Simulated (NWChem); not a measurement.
## Lowest excitation of H4Sn

```xyz
5

Sn     0.0000     0.0000     0.0000
H      1.4020     0.0000    -0.9913
H     -1.4020     0.0000    -0.9913
H      0.0000     1.4020     0.9913
H      0.0000    -1.4020     0.9913
```
Charge 0, spin multiplicity 1.

Program: NWChem. Structure: optimised with B3LYP/def2-SVP with def2 effective core potentials on Sn, a minimum by its harmonic frequencies.

Basis set: def2-SVPD. CR-EOMCCSD(T) is the triples correction to the same EOM-CCSD root.

| method | lowest vertical singlet excitation energy (eV) | difference from EOM-CCSD |
|---|---|---|
| TD-PBE | 7.34 | -1.14 |
| CR-EOMCCSD(T) | 8.42 | -0.06 |
| TD-B3LYP | 7.74 | -0.74 |
| EOM-CCSD | 8.48 | 0.00 |
| TD-BHandHLYP | 8.37 | -0.11 |
| CIS | 9.07 | +0.59 |

The values span 1.73 eV, from TD-PBE (lowest) to CIS (highest). 

Effective core potentials replace the inner electrons of Sn; spin-orbit coupling is left out. The correlated methods keep 4 core orbitals frozen. B3LYP has NWChem's definition, with VWN1-RPA local correlation. The structure started from a generated list of species. Coupled-cluster values serve here as a point of comparison, not as the truth.
